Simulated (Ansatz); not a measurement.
Geometry optimisation, RKS B3LYP/def2-SVP in Ansatz.

Input:

```yaml
crystal:
  periodic: [false, false, false]
  atoms:
    - { symbol: F, position_ang: [-1.1169, 1.5323, 2.8587] }
    - { symbol: Al, position_ang: [-0.1434, 0.323, 2.0557] }
    - { symbol: O, position_ang: [1.4764, -0.3625, 1.5387] }
    - { symbol: C, position_ang: [0.8763, 0.0265, 0.3929] }
    - { symbol: O, position_ang: [0.4123, -1.1331, -0.3327] }
    - { symbol: Al, position_ang: [-0.6531, -0.5697, -1.7314] }
    - { symbol: H, position_ang: [1.4128, 0.7772, -0.1667] }
    - { symbol: H, position_ang: [-2.1928, -0.4307, -1.5384] }
    - { symbol: H, position_ang: [0.0169, -0.2093, -3.0939] }
basis:
  gaussian: { orbitals: def2-SVP }
hamiltonian:
  xc: b3lyp
relax:
  f_tol: 0.02
  max_steps: 50
output:
  orbitals: {}
```

Launched with:

```bash
$ ansatz run input.yaml --threads 2 --pin off --max-ram 3072MiB --backend cpu --events-out ev --progress --plain --runs-dir out
```

Where does it end, and by what steps?

The run converged. After 26 steps the energy has fallen by 3.017 eV; O5 moved furthest, 2.01 Å. Joined: Al2–Al6, Al2–H8, O3–Al6, C4–Al6.

```
step  energy less start (eV)  largest force component (eV/Å)  accepted
   0                  0.0000                           3.294       yes
   1                 -0.7013                           1.625       yes
   2                 -1.1550                           1.337       yes
   3                 -1.2976                           0.380       yes
   4                 -1.3726                           0.336       yes
   5                 -1.4038                           0.452       yes
   6                 -1.4611                           0.506       yes
   7                 -1.4998                           0.468       yes
   8                 -1.5810                           0.272       yes
   9                 -1.6301                           0.237       yes
  10                 -1.6546                           0.397       yes
  11                 -1.6764                           0.275       yes
  12                 -1.6813                           0.637       yes
  13                 -1.7386                           0.345       yes
  14                 -1.8966                           0.584       yes
  15                 -2.2899                           0.845       yes
  16                 -2.7150                           0.825       yes
  17                 -2.9070                           1.169       yes
  18                 -2.9931                           0.317       yes
  19                 -3.0067                           0.227       yes
  20                 -3.0138                           0.131       yes
  21                 -3.0150                           0.065       yes
  22                 -3.0156                           0.040       yes
  23                 -3.0161                           0.066       yes
  24                 -3.0164                           0.042       yes
  25                 -3.0167                           0.021       yes
  26                 -3.0169                           0.015       yes
```

```xyz
9
Properties=species:S:1:pos:R:3
F -1.443 0.623 2.555
Al -0.601 0.456 1.136
O 0.389 -0.955 0.495
C 1.116 0.544 0.204
O 1.052 0.592 -1.153
Al -0.233 -0.638 -1.206
H 2.136 0.484 0.613
H -1.513 0.386 -0.323
H -0.815 -1.538 -2.338
```

Whether the end is a true minimum wasn't checked by a vibrational analysis.

The run took 71 s on 2 threads of Arm Neoverse V2, on a shared host, peak memory 0.23 GiB.
